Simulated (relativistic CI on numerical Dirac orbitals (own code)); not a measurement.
# Forbidden lines of Tl39+

Calculated at this level of theory: Dirac-Coulomb-Breit CI, separate exchange-only KLI orbitals for each configuration, QED by a radiative potential, unscaled Slater integrals (own radial code, finite nucleus).

CI space (outside the closed core [Ar] 3d10): 4s2 4p6 4d6, 4s2 4p6 4d5 4f, 4s2 4p5 4d7, 4s2 4p4 4d8, 4s 4p6 4d7, 4p6 4d8, 4s 4p6 4d6 4f, 4s 4p5 4d8, 4s2 4p6 4d5 5s, 4s2 4p6 4d5 5d, 4s2 4p4 4d7 5s, 4s2 4p6 4d4 5s2, 4s 4p6 4d6 5s, 4s2 4p6 4d5 6s, 4p6 4d7 5s, 4p6 4d7 5p. Levels of other configurations are missing.

```tsv
λ vac (nm)	Lower	Upper	Type	A (s⁻¹)	log gf
37.153	4s2 4p6 4d6 3F_4 [1]	4s2 4p6 4d6 3D_3 [10]	M1	7.35e+04	-4.97
38.236	4s2 4p6 4d6 5D_3 [4]	4s2 4p6 4d6 5D_3 [19]	M1	1.62e+05	-4.61
39.605	4s2 4p6 4d6 5D_4 [5]	4s2 4p6 4d6 5D_3 [19]	M1	1.31e+05	-4.67
39.972	4s2 4p6 4d6 3F_2 [9]	4s2 4p6 4d6 3F_2 [24]	M1	1.08e+05	-4.89
40.722	4s2 4p6 4d6 3G_5 [7]	4s2 4p6 4d6 1I_6 [21]	M1	4.21e+04	-4.87
40.994	4s2 4p6 4d6 3F_4 [1]	4s2 4p6 4d6 3G_5 [7]	M1	4.63e+04	-4.89
41.173	4s2 4p6 4d6 5D_4 [5]	4s2 4p6 4d6 3H_4 [18]	M1	3.24e+05	-4.13
41.328	4s2 4p6 4d6 3H_6 [8]	4s2 4p6 4d6 1I_6 [21]	M1	9.75e+04	-4.49
42.134	4s2 4p6 4d6 3P_2 [2]	4s2 4p6 4d6 3F_2 [9]	M1	1.41e+05	-4.73
43.767	4s2 4p6 4d6 3G_5 [7]	4s2 4p6 4d6 3H_5 [20]	M1	6.33e+04	-4.70
44.468	4s2 4p6 4d6 3H_6 [8]	4s2 4p6 4d6 3H_5 [20]	M1	1.23e+05	-4.40
44.642	4s2 4p6 4d6 5D_3 [4]	4s2 4p6 4d6 5D_2 [16]	M1	3.68e+05	-4.26
44.883	4s2 4p6 4d6 3D_3 [10]	4s2 4p6 4d6 3F_3 [22]	M1	1.05e+05	-4.65
45.642	4s2 4p6 4d6 5D_1 [6]	4s2 4p6 4d6 5D_0 [17]	M1	5.39e+05	-4.77
47.397	4s2 4p6 4d6 3F_4 [1]	4s2 4p6 4d6 5D_4 [5]	M1	2.04e+05	-4.21
47.637	4s2 4p6 4d6 3G_5 [7]	4s2 4p6 4d6 3H_4 [18]	M1	5.86e+04	-4.75
47.934	4s2 4p6 4d6 5D_1 [6]	4s2 4p6 4d6 5D_2 [16]	M1	1.11e+05	-4.72
49.520	4s2 4p6 4d6 3F_4 [1]	4s2 4p6 4d6 5D_3 [4]	M1	1.67e+05	-4.37
51.895	4s2 4p6 4d6 3P_2 [2]	4s2 4p6 4d6 5D_1 [6]	M1	2.16e+05	-4.58
56.398	4s2 4p6 4d6 3P_2 [2]	4s2 4p6 4d6 5D_3 [4]	M1	5.28e+04	-4.75
```

Terms are leading LS components. Brackets give the number of a level in order of energy, since labels repeat. The list gives strong lines, with weight on those to low levels, among the lowest 200 of 2810 levels, so that lines to higher ones, which can be the strongest, are missing. Levels whose partners in the same complex of configurations lie outside the list can be far off, and so can their lines. Rates are taken at the computed energies, electric ones in the length gauge.

At this charge energies of transitions that change n are usually good to better than 1 %, and those within a shell (Δn = 0) to a few per cent. Terms inside the open d or f shell come out 10 to 20 % too wide with unscaled integrals.

LS names give the leading component of a level, which can be under half, so a name can repeat, a term be missing and a line seem to break the LS rules.
